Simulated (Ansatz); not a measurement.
Two isomers of CH5BOSi: A = `[SiH3]C1BO1`, B = `B1OC[SiH2]1`.

Computed with Ansatz on PBE0-D4/def2-TZVP structures; ΔE is electronic, products minus reactants. CBS: MP2 limit from def2 TZ/QZ plus the TZ coupled-cluster correction, frozen cores. Functionals use def2-TZVPP.

(1) Which is lower in electronic energy at CCSD(T)/CBS, and by how much? (Best estimate.)

(2) Give E(B) − E(A) in kJ/mol with PBE-D4, MP2/def2-TZVPP, CCSD(T)/def2-SVP, HF/def2-TZVPP, ωB97M-V, r2SCAN-D4, PBE0-D4. (Estimate.)

(3) Does the order hold for the free energy at 298.15 K (harmonic terms from PBE0-D4)? (Estimate.)

Largest T1 diagnostic: 0.016.

## Answers

(1) The calculation gave: B, by 30.2 kJ/mol.

(2) Ansatz gave: PBE-D4 -30.4, MP2/def2-TZVPP -23.5, CCSD(T)/def2-SVP -28.2, HF/def2-TZVPP -25.1, ωB97M-V -26.6, r2SCAN-D4 -23.8, PBE0-D4 -34.0. None reverses the order clearly.

(3) Computed: Yes: G(B) − G(A) = -17.3 kJ/mol.

From BLYP to BHLYP (50 % exact exchange), in def2-TZVPP and without D4, E(B) − E(A) moves by −8.7 kJ/mol. Leaving LDA and LC-ωPBE aside and taking each functional with its dispersion term where it has one, the values, not all of them listed here, spread over 12.8 kJ/mol, from PBE0-D4 to BLYP-D4. LDA lies −11.6 kJ/mol from PBE without D4.
